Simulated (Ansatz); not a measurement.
Isolated molecules relaxed with PBE0-D4/def2-TZVP in Ansatz; ΔE leaves out vibrations. CCSD(T)/CBS is the MP2 limit (def2-TZVPP, def2-QZVPP) plus CCSD(T) − MP2 in def2-TZVPP, frozen cores. One conformer a species, not always the lowest.

`[SiH3]CSCS` + `OB(O)[SiH3]` → `OB([SiH3])O[SiH3]` + `CSCS`  (ligand exchange at the Si–C bond)

`[SiH3]CSCS`:

```xyz
13

Si    1.196    0.032   -1.538
C     0.833    1.113   -0.042
S    -0.922    1.037    0.413
C    -0.939   -0.525    1.313
S    -2.623   -1.013    1.706
H     0.729   -1.358   -1.292
H     0.480    0.583   -2.716
H     2.657   -0.010   -1.827
H     1.029    2.159   -0.293
H     1.454    0.880    0.826
H    -0.434   -1.303    0.739
H    -0.435   -0.413    2.275
H    -3.026   -1.183    0.436
```

`OB(O)[SiH3]`:

```xyz
9

O     1.157    1.217    0.407
B     0.403    0.081    0.413
O     0.518   -0.907    1.346
Si   -0.988   -0.172   -1.048
H     1.800    1.297    1.119
H     1.179   -0.767    2.031
H    -0.969    0.945   -2.030
H    -0.748   -1.446   -1.782
H    -2.353   -0.248   -0.455
```

`OB([SiH3])O[SiH3]`:

```xyz
12

O    -0.170   -0.219    2.379
B    -0.074   -0.122    1.030
Si    0.005   -1.857   -0.040
O    -0.035    1.122    0.467
Si    0.075    1.699   -1.076
H    -0.202    0.646    2.804
H     1.265   -1.926   -0.835
H    -1.126   -1.927   -1.009
H    -0.059   -3.047    0.847
H     1.296    2.534   -1.175
H    -1.125    2.524   -1.351
H     0.150    0.573   -2.041
```

`CSCS`:

```xyz
10

C    -1.312   -0.512    0.714
S     0.455   -0.705    0.954
C     1.058   -0.116   -0.631
S     0.723    1.617   -1.039
H    -1.684   -1.196   -0.052
H    -1.790   -0.749    1.664
H    -1.545    0.518    0.441
H     2.132   -0.304   -0.634
H     0.615   -0.692   -1.446
H     1.347    2.140    0.028
```

```csv
species,CCSD(T)/CBS(def2) energy (Eh)
`[SiH3]CSCS`,-1165.53537
`OB(O)[SiH3]`,-467.31854
`OB([SiH3])O[SiH3]`,-757.63654
`CSCS`,-875.26018
```

(1) Work out ΔE.

Largest T1 diagnostic among the species: 0.014.

## Answers

(1) ΔE = (-757.63654) + (-875.26018) − (-1165.53537) − (-467.31854) = -0.04281 Eh = -1.16 eV.

From PBE to PBE0 (25 % exact exchange), in def2-TZVPP and without D4, ΔE moves by −0.05 eV. In def2-TZVPP, CCSD(T) changes the Hartree–Fock value by +0.21 eV (the triples alone add +0.03 eV) and MP2 by +0.20 eV.
